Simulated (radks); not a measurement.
Task: Radial electron density D(r) = 4 pi r^2 rho(r) of an atom or ion with 67 electrons. All-electron calculation, scalar-relativistic Kohn-Sham, BLYP, spin-unpolarised, spherical densities, finite nucleus; Fermi nuclear charge, rms radius of each element as measured or else 0.836 A^(1/3) + 0.57 fm. Program: a radial shooting solver on a logarithmic mesh with Libxc functionals.

```
   r/bohr * D(r) (the largest magnitude, 119, reaches the edge; | marks zero)
 0.003552 |              *
 0.004853 |                     *
  0.00663 |                            *
 0.009057 |                                    *
  0.01237 |                                        *
   0.0169 |                                        *
  0.02328 |                                     *
   0.0318 |                                     *
  0.04345 |                                             *
  0.05936 |                                                      *
  0.08109 |                                                  *
   0.1108 |                                         *
   0.1513 |                                              *
   0.2068 |                                             *
   0.2825 |                          *
   0.3859 |                      *
   0.5272 |                         *
   0.7202 |               *
   0.9839 |       *
    1.344 |    *
    1.836 | *
    2.509 |*
    3.427 *
    4.682 *
    6.397 *
    8.739 *
    11.94 *
```

What is the nuclear charge?

Result: Z = 67. The innermost maximum, from 1s, lies near gamma/Z bohr with gamma = sqrt(1 - (Z/c)^2) = 0.872, here 0.013 bohr (found: 0.0143), and its height grows with Z. The density is that of neutral holmium in [Xe] 4f11.5 6s1.5; the configuration itself is not fixed sharply by these data, and Z only to a few units. D(r) has 4 maxima, at r = 0.0143, 0.0638, 0.178, 0.487 bohr, and minima at 0.0273, 0.116, 0.345 bohr, inside which lie 1.93, 11.10, 29.50 electrons.
